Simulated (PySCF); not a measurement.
Species: C4H5N2O (doublet state).
Z-matrix (Å and degrees, GFN2-xTB geometry), rows numbered from 1:
```
O 
C   1  1.3028
C   2  1.4946  1  119.97
N   3  1.2787  2  127.63  1    -0.49
C   4  1.4309  3  106.66  2  -179.61
C   5  1.4985  4  102.56  3    -0.00
N   6  1.2771  5  110.72  4    -0.05
H   2  1.1236  1  111.15  3   126.07
H   2  1.1239  1  111.10  3  -125.65
H   5  1.0928  4  110.29  3  -120.70
H   5  1.0929  4  110.21  3   120.91
H   6  1.0741  5  126.18  4  -179.99
```

As a line formula: `C1(=NCC=N1)C[O]` [radical].

Level of theory: UKS B3LYP, pcH-1 on C H N O, non-relativistic, mean-field spin-orbit, GIAO (PySCF 2.14.0). Geometry: GFN2-xTB, one conformer, isolated molecule. A GFN2-xTB geometry isn't a minimum of the functional, and hyperfine couplings can be far from their values at a DFT geometry.

Output of the driver script. Atoms in this output count from 0.

```
UKS, coarse grid
  cycle   1  E = -339.80140243  |g| = 6.94e-01
  cycle   2  E = -335.32807325  |g| = 2.16e+00
  cycle   3  E = -339.55809014  |g| = 8.10e-01
  cycle   4  E = -340.02691613  |g| = 2.54e-01
  cycle   5  E = -340.04886008  |g| = 1.86e-01
  cycle   6  E = -340.06122150  |g| = 1.02e-01
  cycle   7  E = -340.06407168  |g| = 7.01e-02
  cycle   8  E = -340.06541584  |g| = 4.62e-02
  cycle   9  E = -340.06631072  |g| = 2.22e-02
  cycle  10  E = -340.06651630  |g| = 9.27e-03
  cycle  11  E = -340.06656258  |g| = 1.90e-03
  cycle  12  E = -340.06656572  |g| = 9.81e-04
UKS, final grid
  cycle   1  E = -340.06655433  |g| = 1.17e-03
  cycle   2  E = -340.06655376  |g| = 1.77e-03
  cycle   3  E = -340.06655513  |g| = 3.69e-04
  cycle   4  E = -340.06655522  |g| = 1.37e-04
  cycle   5  E = -340.06655530  |g| = 1.35e-04
  cycle   6  E = -340.06655532  |g| = 3.56e-05
  cycle   7  E = -340.06655532  |g| = 2.12e-05
E = -340.06655532 Eh   <S^2> = 0.7539 (exact 0.7500)
g shifts (ppm)      1          2          3
  rmc          -273       -273       -273
  gc            -10         26         43
  oz_so           0       5605      40668
  total        -283       5358      40439
hyperfine (MHz)  atom isotope    a_iso     a_fc   dipolar eigenvalues
    0   17O     -49.17     -49.17   -257.87    128.24    129.64
    1   13C     -45.91     -45.91     -7.70      2.23      5.47
    2   13C      -7.70      -7.70     -2.14      0.03      2.11
    3   14N       0.31       0.31     -0.91     -0.37      1.28
    4   13C      -0.83      -0.83     -0.31     -0.11      0.42
    5   13C      -0.57      -0.57     -0.55     -0.03      0.58
    6   14N      -0.36      -0.36     -0.18      0.08      0.10
    7    1H     244.61     244.61     -8.35     -4.01     12.37
    8    1H     246.37     246.37     -8.35     -4.01     12.37
    9    1H       4.34       4.34     -0.73     -0.65      1.38
   10    1H       4.28       4.28     -0.73     -0.65      1.38
   11    1H       0.02       0.02     -0.51     -0.40      0.91
```

Problem. The run flagged its g tensor. What set off the flag, and which results does it touch?

Solution. The largest g shift is +0.040, past the limit of 0.03 at which the run flags a species of elements up to argon. The orbital-Zeeman/spin–orbit term is second order, a sum of spin–orbit matrix elements over excitation energies, so it grows and becomes less reliable as an excited state comes close; a shift of this size calls for a check with another method. The contact and dipolar couplings don't rest on that expansion, but they belong to the state that the SCF found, and a close-lying state with the spin in another orbital would have other couplings; no stability test was run.

Problem. Where is the spin in this solution (atoms counted from 1)?

Solution. Largest spin populations (Mulliken): O1 (+0.85), H9 (+0.11), H8 (+0.11) and C2 (-0.09). No atom but O1 exceeds +0.15. The positive populations add up to 1.09 and the negative ones to -0.09, together 2S = 1. ⟨S²⟩ = 0.7539 against the exact 0.7500, so spin contamination is small. 

Problem. Average a_iso over equivalent nuclei, turn it into first-order splittings with g = 2.0023, and give the multiplets for abundant isotopes (0.05 mT or more).

Solution. 
```csv
nuclei (from 1),isotope,I,position,a_iso (MHz),|a| (mT),splits into
H8/H9,1H,1/2,2 bonds from O1,245.5,8.76,1:2:1 triplet
H10/H11,1H,1/2,5 bonds from O1,4.3,0.15,1:2:1 triplet
```

Class means assume fast exchange of nuclei equivalent by connectivity; if that motion is slow, each nucleus keeps its own coupling.

Time: 39 s wall (grids of density and orbitals included); peak memory 0.88 GiB. Hardware: one thread, Arm Neoverse V1 (aarch64), no GPU, shared host with 32 logical CPUs at a one-minute load of 14.
